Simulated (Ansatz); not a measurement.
Reaction (SMILES): CC[O][GeH3] [ethoxygermane] -> C[CH][O][GeH3] + H atom (the C-H bond breaks)

Property: bond dissociation energy (electronic), in kcal/mol. Conventions: UHF or UKS for open shells; no spin-orbit coupling; non-relativistic; LANL2DZ with its own core potentials from Na on; 6-31G* and kin with 6d, 5d where marked. Ab initio and DFT rows: single points at B3LYP-D3(BJ) geometries (Ansatz, an electronic-structure program).

```tsv
level	program	bond dissociation energy (electronic) (kcal/mol)
HF/STO-3G	Ansatz	100.5
HF/3-21G	Ansatz	79.2
HF/LANL2DZ	Ansatz	78.1
HF/6-31G*	Ansatz	78.5
HF/6-31G* with LANL2DZ past Ar	Ansatz	78.6
```

No value to compare with is used here. The 5 habitual levels span 78.1 (HF/LANL2DZ) to 100.5 kcal/mol (HF/STO-3G).

The sets are all those run for this method; left out are runs that failed, that the program found above a lower state of the same kind, or whose <S^2> lies over 0.5 above the pure value.
